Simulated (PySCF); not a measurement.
InH₂Br, SMILES [Br][InH2]. The structure is a stationary point at PBE0-D3(BJ)/def2-TZVP. The def2 effective core potentials stand for the cores of In; spin–orbit coupling is left out.

Computed equilibrium geometry at PBE0-D3(BJ)/def2-TZVP (PySCF confirms it by a frequency run) as Cartesian coordinates in Å, and its point group:
point group C2v.
```xyz
4

In     0.0000     0.0000     0.9955
H      0.0000     1.5711     1.6605
H      0.0000    -1.5711     1.6605
Br     0.0000     0.0000    -1.4886
```
